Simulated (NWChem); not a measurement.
System: C₄H₄F₂; SMILES CC(F)=C=CF

NWChem input:

```
start job
memory heap 200 mb stack 900 mb global 1100 mb
geometry units angstroms noautoz
  C     -1.186055     1.789467    -0.118730
  C      0.021356     0.931660     0.011182
  F      1.158178     1.628143    -0.126157
  C      0.056866    -0.361439     0.234160
  C      0.054959    -1.639146     0.507691
  F      0.033124    -2.594894    -0.421889
  H     -1.184986     2.287874    -1.101152
  H     -1.169700     2.577956     0.650603
  H     -2.104645     1.200177    -0.014278
  H      0.072511    -2.052958     1.522858
end
basis spherical
  * library def2-svp
end
dft
  xc pbe0
  iterations 150
  mulliken
end
task dft energy
```

Excerpt of the output:

```
             Northwest Computational Chemistry Package (NWChem) 7.3.0
             --------------------------------------------------------

 C1  symmetry detected

                             Geometry "geometry" -> ""
                             -------------------------

 Output coordinates in angstroms (scale by  1.889725989 to convert to a.u.)

  No.       Tag          Charge          X              Y              Z
 ---- ---------------- ---------- -------------- -------------- --------------
    1 C                    6.0000    -1.18248169     1.80016342    -0.11463675
    2 C                    6.0000     0.02292450     0.93950282     0.01501868
    3 F                    9.0000     1.16141624     1.63392979    -0.11885651
    4 C                    6.0000     0.05537654    -0.35421248     0.23486578
    5 C                    6.0000     0.05036602    -1.63258153     0.50524605
    6 F                    9.0000     0.02795939    -2.58599233    -0.42671735
    7 H                    1.0000    -1.17885103     2.30098183    -1.09582553
    8 H                    1.0000    -1.16565885     2.58672174     0.65665999
    9 H                    1.0000    -2.10246647     1.21255094    -0.01304888
   10 H                    1.0000     0.06548332    -2.04892507     1.51941665

 Effective nuclear repulsion energy (a.u.)     211.1359063960

                                 NWChem DFT Module
                                 -----------------

 Summary of "ao basis" -> "ao basis" (spherical)
 ------------------------------------------------------------------------------
       Tag                 Description            Shells   Functions and Types
 ---------------- ------------------------------  ------  ---------------------
 C                          def2-svp                 6       14   3s2p1d
 F                          def2-svp                 6       14   3s2p1d
 H                          def2-svp                 3        5   2s1p

            General Information
            -------------------
          SCF calculation type: DFT
          Wavefunction type:  closed shell.
          No. of atoms     :    10
          No. of electrons :    46
           Alpha electrons :    23
            Beta electrons :    23
          Charge           :     0
          Spin multiplicity:     1
          Use of symmetry is: off; symmetry adaption is: off
          Maximum number of iterations: 150
          AO basis - number of functions:   104
                     number of shells:    48
          Convergence on energy requested:  1.00D-06
          Convergence on density requested:  1.00D-05
          Convergence on gradient requested:  5.00D-04

              XC Information
              --------------
                         PBE0 Method XC Functional
                     Hartree-Fock (Exact) Exchange  0.250
          PerdewBurkeErnzerhof Exchange Functional  0.750
            Perdew 1991 LDA Correlation Functional  1.000 local
           PerdewBurkeErnz. Correlation Functional  1.000 non-local

             Grid Information
             ----------------
          Grid used for XC integration:  medium
          Radial quadrature: Mura-Knowles
          Angular quadrature: Lebedev.
          Tag              B.-S. Rad. Rad. Pts. Rad. Cut. Ang. Pts.
          ---              ---------- --------- --------- ---------
          C                   0.70       49          11.0       434
          F                   0.50       49          13.0       434
          H                   0.35       45          12.0       434
          Grid pruning is: on
          Number of quadrature shells:   474
          Spatial weights used:  Erf1

      Superposition of Atomic Density Guess
      -------------------------------------

 Sum of atomic energies:        -351.08138089

      Non-variational initial energy
      ------------------------------

 Total energy =    -353.977523
 1-e energy   =    -900.961088
 2-e energy   =     335.847659
 HOMO         =      -0.284793
 LUMO         =       0.024974

     ---------------------------------------------
      Total Density - Mulliken Population Analysis
     ---------------------------------------------

    Atom       Charge   Shell Charges
 -----------   ------   -------------------------------------------------------
    1 C    6     6.22   1.99  0.96  0.16  2.07  1.02  0.02
    2 C    6     5.52   1.99  0.91  0.27  1.59  0.67  0.09
    3 F    9     9.38   1.99  1.14  0.77  3.43  2.04  0.01
    4 C    6     6.34   1.99  1.00  0.32  2.13  0.88  0.03
    5 C    6     5.60   1.99  0.91  0.34  1.64  0.66  0.08
    6 F    9     9.37   1.99  1.14  0.77  3.43  2.04  0.01
    7 H    1     0.88   0.66  0.20  0.03
    8 H    1     0.88   0.66  0.20  0.03
    9 H    1     0.89   0.66  0.20  0.03
   10 H    1     0.92   0.68  0.22  0.02

   convergence    iter        energy       DeltaE   RMS-Dens  Diis-err
 ---------------- ----- ----------------- --------- --------- ---------
 d= 0,ls=0.0,diis     1   -353.6904999887 -5.65D+02  1.50D-02  8.70D-01
 d= 0,ls=0.0,diis     2   -353.6705290191  2.00D-02  7.74D-03  1.26D+00
 d= 0,ls=0.0,diis     3   -353.7922160623 -1.22D-01  1.21D-03  2.42D-02
 d= 0,ls=0.0,diis     4   -353.7941840455 -1.97D-03  5.41D-04  3.37D-03
 d= 0,ls=0.0,diis     5   -353.7945431916 -3.59D-04  1.88D-04  7.37D-04
  Resetting Diis
 d= 0,ls=0.0,diis     6   -353.7946313253 -8.81D-05  4.05D-05  1.93D-05
 d= 0,ls=0.0,diis     7   -353.7946335679 -2.24D-06  1.80D-05  1.31D-06
 d= 0,ls=0.0,diis     8   -353.7946334032  1.65D-07  1.13D-05  2.65D-06
 d= 0,ls=0.0,diis     9   -353.7946337197 -3.17D-07  1.56D-06  5.34D-08

         Total DFT energy =     -353.794633719741
      One electron energy =     -904.346240952143
           Coulomb energy =      383.066118109779
    Exchange-Corr. energy =      -43.650417273373
 Nuclear repulsion energy =      211.135906395997

 Numeric. integr. density =       45.999998978037

                       DFT Final Molecular Orbital Analysis
                       ------------------------------------

 Vector   21  Occ=2.000000D+00  E=-3.921672D-01
              MO Center=  2.1D-01,  4.0D-02, -2.0D-02, r^2= 4.9D+00
   Bfn.  Coefficient  Atom+Function         Bfn.  Coefficient  Atom+Function
  ----- ------------  ---------------      ----- ------------  ---------------
    33      0.324701   3 F  py               76     -0.258684   6 F  pz
    32     -0.255186   3 F  px               75      0.236495   6 F  py
    36     -0.223830   3 F  py                4      0.216476   1 C  px
    47     -0.203009   4 C  py               35      0.176026   3 F  px
    19      0.174459   2 C  py               79      0.173989   6 F  pz

 Vector   22  Occ=2.000000D+00  E=-2.850595D-01
              MO Center=  3.4D-02, -9.6D-01,  2.2D-01, r^2= 2.2D+00
   Bfn.  Coefficient  Atom+Function         Bfn.  Coefficient  Atom+Function
  ----- ------------  ---------------      ----- ------------  ---------------
    46      0.413400   4 C  px               60      0.374983   5 C  px
    49      0.293046   4 C  px               74      0.288144   6 F  px
    77     -0.226604   6 F  px               63      0.198571   5 C  px
    33     -0.100581   3 F  py                5     -0.099193   1 C  py
    36      0.069523   3 F  py               32     -0.063155   3 F  px

 Vector   23  Occ=2.000000D+00  E=-2.792661D-01
              MO Center=  6.9D-02,  2.7D-01,  1.3D-01, r^2= 2.4D+00
   Bfn.  Coefficient  Atom+Function         Bfn.  Coefficient  Atom+Function
  ----- ------------  ---------------      ----- ------------  ---------------
    48      0.417162   4 C  pz               20      0.353272   2 C  pz
    51      0.299962   4 C  pz               34      0.246714   3 F  pz
    37     -0.194681   3 F  pz               23      0.177526   2 C  pz
    90     -0.114037   8 H  s               100     -0.110804  10 H  s
    85      0.110030   7 H  s                91     -0.103712   8 H  s

 Vector   24  Occ=0.000000D+00  E=-3.666362D-03
              MO Center= -3.6D-02,  1.0D-01,  1.4D-01, r^2= 3.4D+00
   Bfn.  Coefficient  Atom+Function         Bfn.  Coefficient  Atom+Function
  ----- ------------  ---------------      ----- ------------  ---------------
    23      0.496152   2 C  pz               20      0.474947   2 C  pz
    51     -0.379811   4 C  pz               48     -0.349935   4 C  pz
   101      0.335424  10 H  s                86      0.301522   7 H  s
    91     -0.289093   8 H  s                65     -0.236267   5 C  pz
    73     -0.236251   6 F  s                64     -0.202546   5 C  py

 Vector   25  Occ=0.000000D+00  E= 4.497010D-04
              MO Center=  6.4D-02, -7.0D-01,  3.1D-01, r^2= 2.8D+00
   Bfn.  Coefficient  Atom+Function         Bfn.  Coefficient  Atom+Function
  ----- ------------  ---------------      ----- ------------  ---------------
    63      0.553252   5 C  px               60      0.469377   5 C  px
    49     -0.454447   4 C  px               46     -0.380974   4 C  px
     3     -0.288486   1 C  s                21     -0.226481   2 C  px
    31      0.217312   3 F  s                74      0.186057   6 F  px
    77     -0.185840   6 F  px               18     -0.157627   2 C  px

 Vector   26  Occ=0.000000D+00  E= 7.999324D-02
              MO Center= -1.5D+00,  2.0D+00, -9.0D-02, r^2= 4.7D+00
   Bfn.  Coefficient  Atom+Function         Bfn.  Coefficient  Atom+Function
  ----- ------------  ---------------      ----- ------------  ---------------
     3      2.879464   1 C  s                91     -1.246768   8 H  s
    96     -1.204065   9 H  s                86     -1.176377   7 H  s
    17     -0.624448   2 C  s                59      0.258883   5 C  s
     8      0.247846   1 C  py               22     -0.246976   2 C  py
    45     -0.235072   4 C  s                 7     -0.202205   1 C  px

     ---------------------------------------------
      Total Density - Mulliken Population Analysis
     ---------------------------------------------

    Atom       Charge   Shell Charges
 -----------   ------   -------------------------------------------------------
    1 C    6     6.04   1.99  0.90  0.12  2.13  0.87  0.03
    2 C    6     5.95   1.99  0.93  0.26  2.00  0.69  0.09
    3 F    9     9.21   1.99  1.14  0.78  3.34  1.95  0.01
    4 C    6     5.94   1.99  0.91  0.29  2.09  0.64  0.03
    5 C    6     5.94   1.99  0.91  0.31  2.00  0.65  0.08
    6 F    9     9.20   1.99  1.14  0.78  3.34  1.94  0.01
    7 H    1     0.93   0.73  0.17  0.02
    8 H    1     0.93   0.73  0.17  0.02
    9 H    1     0.93   0.73  0.18  0.02
   10 H    1     0.93   0.74  0.17  0.02

     -------------------------------------------
      Total Density - Lowdin Population Analysis
     -------------------------------------------

    Atom       Charge   Shell Charges
 -----------   ------   -------------------------------------------------------
    1 C    6     6.07   1.96  0.58  0.30  1.91  1.25  0.07
    2 C    6     5.93   1.96  0.61  0.29  1.82  1.04  0.20
    3 F    9     9.06   1.98  1.02  0.73  3.21  2.11  0.01
    4 C    6     6.14   1.97  0.64  0.30  1.92  1.24  0.07
    5 C    6     5.92   1.96  0.60  0.31  1.80  1.06  0.18
    6 F    9     9.07   1.98  1.02  0.74  3.21  2.11  0.01
    7 H    1     0.95   0.63  0.25  0.07
    8 H    1     0.95   0.63  0.26  0.07
    9 H    1     0.95   0.63  0.25  0.07
   10 H    1     0.97   0.64  0.26  0.07

     Multipole analysis of the density
     ---------------------------------

     L   x y z        total         alpha         beta         nuclear
     -   - - -        -----         -----         ----         -------
     0   0 0 0     -0.000000    -23.000000    -23.000000     46.000000

     1   1 0 0     -0.619833     -0.309917     -0.309917     -0.000000
     1   0 1 0      0.362600      0.181300      0.181300     -0.000000
     1   0 0 1      0.405556      0.202778      0.202778      0.000000

     2   2 0 0    -25.154474    -62.119467    -62.119467     99.084461
     2   1 1 0     -2.114236      8.293224      8.293224    -18.700684
     2   1 0 1      0.205399     -0.521650     -0.521650      1.248700
     2   0 2 0    -24.792133   -268.355714   -268.355714    511.919295
     2   0 1 1     -2.203104      3.130383      3.130383     -8.463870
     2   0 0 2    -23.946013    -25.631578    -25.631578     27.317143
```

Level: PBE0/def2-SVP. Structure relaxed at the PBE0/def2-SVP level.
